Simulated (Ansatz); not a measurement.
Cost and result up the ladder for `CC(C)=C=C=C=C=C=C=C=C=C=C(C)C` (27 atoms). Charge 0, multiplicity 1. Geometry: PBE0-D4/def2-SVP.

Ansatz on 4 threads of Intel Xeon on a shared host. Times are rough, and most runs start from the orbitals of an earlier one. PBE0-D4/def2-TZVP serves as the yardstick here, not as an exact answer. Differences are given only for rows in sets of like size (and for xTB, whose basis is part of the method), since another set adds its own error. Binding counts from free atoms at the same level (C triplet, H doublet; other spins of the atoms weren't run), without zero-point energy or a counterpoise term.

B3LYP takes the VWN-RPA correlation. Correlated methods freeze 15 core orbitals. The rows differ in basis, and correlated rows in double-zeta sets carry the largest basis error.

Run but left out: HF/STO-3G, HF/6-31G, HF/def2-TZVP (restricted singlet, unstable in another Hartree–Fock run and untested here).

Correlated methods converge slowly with the basis, most of all in double-zeta sets.

```tsv
level	functions	wall time
PBE-D4/def2-SVP	270	3.7 s
B3LYP-D4/6-31G	159	4.4 s
PBE0-D4/def2-SVP	270	8 s
PBE-D4/def2-TZVP	537	11 s
MP2/def2-SVP	270	16 s
r2SCAN-D4/def2-TZVP (with forces)	537	21 s
r2SCANh-D4/def2-TZVP	537	29 s
PBE0-D4/def2-TZVP (with forces)	537	39 s
```

Question: Estimate what each level gives for the binding energy per atom (eV).

Answer: 
```
                            level  binding energy per atom (eV)  difference from PBE0-D4/def2-TZVP (eV)                  remarks
                  PBE-D4/def2-SVP                          5.21                                       –                        –
                   B3LYP-D4/6-31G                          4.84                                       –                        –
                 PBE0-D4/def2-SVP                          5.07                                       –                        –
                 PBE-D4/def2-TZVP                          5.14                                    0.15                        –
                     MP2/def2-SVP                          4.83                                       –  restricted SCF unstable
r2SCAN-D4/def2-TZVP (with forces)                          4.97                                   -0.03                        –
             r2SCANh-D4/def2-TZVP                          4.92                                   -0.07                        –
  PBE0-D4/def2-TZVP (with forces)                          5.00                                    0.00                        –
```
